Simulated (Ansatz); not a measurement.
Cost and result for the atomization energy of C3H5AlO, SMILES `O=C/C=[CH]/[AlH2]` (10 atoms, 9 bonds).

```xyz
10

O     2.2179   -1.5121    0.4832
C     1.1910   -1.6990   -0.1158
C     0.1039   -0.6947   -0.2415
C     0.1781    0.5238    0.3115
Al   -1.2822    1.7970    0.1112
H     1.0036   -2.6692   -0.6211
H    -0.7659   -1.0119   -0.8160
H     1.1004    0.7195    0.8612
H    -1.2133    3.2409    0.7579
H    -2.5335    1.3059   -0.7306
```

Charge 0, multiplicity 1. The structure was optimised at the PBE0-D4/def2-TZVP level. It is one conformer, not always the lowest. Program: Ansatz. All runs use 2 threads of an AMD EPYC 7B13 on a shared host. Times are those of one run each, without the atoms' runs, and a repeat can differ threefold. Electronic energies, without spin–orbit coupling; frozen cores. CCSD(T)/CBS adds CCSD(T) − MP2 in def2-TZVPP to the MP2 limit, and its time is that of the two runs behind it. T1 = 0.015; the RHF reference is unstable towards UHF. B3LYP takes the VWN-RPA correlation (the form of Gaussian; ORCA's B3LYP/G). HSE06 is the plane-wave form, built on full-range PBE exchange.

CCSD(T)/CBS is a level of theory with its own doubt, some kJ/mol a heavy atom from the limit and from the frozen cores, so smaller differences don't rank the functionals.

```json
{"level": "revPBE-D4/def2-TZVPP", "functions": "236", "wall time": "3.6 s"}
{"level": "BLYP-D4/def2-TZVPP", "functions": "236", "wall time": "4 s"}
{"level": "HSE06-D4/def2-TZVPP", "functions": "236", "wall time": "4 s"}
{"level": "CAM-B3LYP-D4/def2-TZVPP", "functions": "236", "wall time": "4.5 s"}
{"level": "BHLYP-D4/def2-TZVPP", "functions": "236", "wall time": "5.5 s"}
{"level": "B3LYP-D4/def2-TZVPP (with forces)", "functions": "236", "wall time": "6 s"}
{"level": "CCSD(T)/def2-SVP", "functions": "99", "wall time": "6 s"}
{"level": "r2SCANh-D4/def2-TZVPP", "functions": "236", "wall time": "6.5 s"}
{"level": "r2SCAN-D4/def2-TZVPP (with forces)", "functions": "236", "wall time": "7.5 s"}
{"level": "ωB97M-V/def2-TZVPP (with forces)", "functions": "236", "wall time": "13 s"}
{"level": "MP2/def2-QZVPP", "functions": "448", "wall time": "31 s"}
{"level": "CCSD(T)/def2-TZVPP", "functions": "236", "wall time": "6.6 min"}
{"level": "CCSD(T)/CBS(def2)", "functions": "–", "wall time": "7.1 min"}
```

Problem. What atomization energy does each give, and how far from CCSD(T)/CBS? (Estimate.)

Solution. The calculation gave: 
| level | atomization (kcal/mol) | difference from CCSD(T)/CBS | per bond |
| --- | --- | --- | --- |
| revPBE-D4/def2-TZVPP | 928.6 | 2.6 | 0.3 |
| BLYP-D4/def2-TZVPP | 930.7 | 4.7 | 0.5 |
| HSE06-D4/def2-TZVPP | 930.7 | 4.7 | 0.5 |
| CAM-B3LYP-D4/def2-TZVPP | 930.3 | 4.3 | 0.5 |
| BHLYP-D4/def2-TZVPP | 895.0 | -31.0 | -3.4 |
| B3LYP-D4/def2-TZVPP (with forces) | 927.6 | 1.6 | 0.2 |
| CCSD(T)/def2-SVP | 887.4 | -38.6 | -4.3 |
| r2SCANh-D4/def2-TZVPP | 923.5 | -2.5 | -0.3 |
| r2SCAN-D4/def2-TZVPP (with forces) | 931.3 | 5.3 | 0.6 |
| ωB97M-V/def2-TZVPP (with forces) | 929.4 | 3.4 | 0.4 |
| MP2/def2-QZVPP | 936.5 | 10.5 | 1.2 |
| CCSD(T)/def2-TZVPP | 902.7 | -23.3 | -2.6 |
| CCSD(T)/CBS(def2) | 926.0 | 0.0 | 0.0 |

In def2-TZVPP, CCSD(T) changes the Hartree–Fock value by +232.8 kcal/mol (the triples alone add +16.8 kcal/mol) and MP2 by +252.8 kcal/mol; breaking electron pairs costs correlation energy, which Hartree–Fock lacks. The D4 term adds +7.1 kcal/mol with B3LYP and +3.7 kcal/mol with PBE0; it sums over pairs of atoms, weighted by their polarisabilities, and B3LYP, whose exchange is more repulsive, gets the larger term. Leaving LDA and LC-ωPBE aside and taking each functional with its dispersion term where it has one, the values, not all of them listed here, spread over 57.0 kcal/mol, from BHLYP-D4 to PBE-D4. LDA lies +116.8 kcal/mol from PBE without D4, its usual overbinding.
